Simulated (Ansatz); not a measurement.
Calculated with Ansatz (gas phase, PBE0-D4/def2-TZVP geometries, no zero-point term in ΔE). CBS: MP2 limit from def2 TZ/QZ plus the TZ coupled-cluster correction, frozen cores. This one scheme is used for every species. Functionals use def2-TZVPP. Each species was taken in one conformer, which may not be the lowest.

Consider the ligand exchange at a B–C bond: `CBC=S` + H₂S → `S=CBS` + CH₄.

`CBC=S`:

Z-matrix (Å, degrees):
```
C
B 1 1.567
H 1 1.091 2 114.4
H 1 1.099 2 107.2 3 -119.4
H 1 1.093 2 111.9 3 124.8
C 2 1.533 1 122.9 3 13.1
S 2 2.365 1 115.5 3 -35.7
H 2 1.200 1 120.7 3 -170.0
H 6 1.088 2 138.4 1 86.5
```

H₂S:

Cartesian coordinates in Å:
```
S 0.540 0.302 0.027
H -0.465 0.118 0.895
H -0.075 -0.420 -0.922
```

`S=CBS`:

Z-matrix (Å, degrees):
```
C
B 1 1.578
S 1 1.614 2 125.5
H 1 1.092 2 117.2 3 180.0
S 2 1.758 1 121.6 3 0.6
H 2 1.193 1 120.6 3 -179.4
H 5 1.358 2 94.5 1 -0.1
```

CH₄:

```xyz
5

C     0.000    0.000    0.000
H    -0.435   -0.564    0.825
H     1.053    0.189    0.205
H    -0.525    0.949   -0.109
H    -0.093   -0.574   -0.921
```

```
             level  ΔE (eV)
            PBE-D4    -0.93
           PBE0-D4    -0.92
            r2SCAN    -0.91
              PBE0    -0.91
CCSD(T)/def2-TZVPP    -0.96
    MP2/def2-QZVPP    -0.99
SCS-MP2/def2-QZVPP    -0.98
     MP2/CBS(def2)    -0.99
```

Question: What does CCSD(T)/CBS give? (Best estimate.)

Answer: Computed: -0.96 eV. The listed levels differ from it by 0.03, 0.04, 0.05, 0.05, 0.00, -0.03, -0.02, -0.03 eV.

Largest T1 diagnostic among the species: 0.019.

In def2-TZVPP, CCSD(T) changes the Hartree–Fock value by −0.07 eV (the triples alone add −0.02 eV) and MP2 by −0.10 eV.
